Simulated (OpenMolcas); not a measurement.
Tc5+ among 6 point charges of -1.7 e arranged as a tetragonal octahedron (D4h). The axial distance is 0.96 times the equatorial one, R.

```json
{
 "Program": "OpenMolcas",
 "Method": "SS-CASPT2, IPEA 0.25 Eh, imaginary shift 0.1 Eh (closed shells correlated: 4s 4p)",
 "Basis": "ANO-RCC-VDZP [6s5p3d1f]",
 "Scalar Hamiltonian": "DKH2, point nucleus",
 "Active space": "2 electrons in 5 orbitals (4d)",
 "State averaging": "2S+1 = 3 even, 10 roots; 2S+1 = 1 even, 15 roots",
 "Spin-orbit coupling": "RASSI with atomic mean-field integrals over the reference wave functions"
}
```

All point charges move together. At R = 1.67 Å the first state of the same spin is 1460 cm-1, and at R = 1.78 Å it is 1210 cm-1.

Problem. A third run gives 1020 cm-1. What distance was it run at?

Solution. With a power law R^-n the two known points give n = -ln(1210 / 1460) / ln(1.78 / 1.67) = 2.94. Then R = 1.67 × (1460 / 1020)^(1/2.94) = 1.887 Å. The run was at 1.87 Å, so the estimate is off by +0.017 Å.

Roots that are degenerate in the reference are averaged as groups; the widest CASPT2 spread within a group is 10 cm-1 (the 2-fold group of multiplicity 1 near 11700 cm-1 above the lowest state of its run, R = 1.67). Shifts and gaps below about the spread of the groups concerned are not significant. An orbital doublet at a regular site is open to a Jahn-Teller distortion, which this geometry leaves out. Free-ion shares, where given, are those of the reference states; single-state CASPT2 does not remix them. This is an electrostatic model: the charges have no orbitals. No measured value stands beside these numbers.
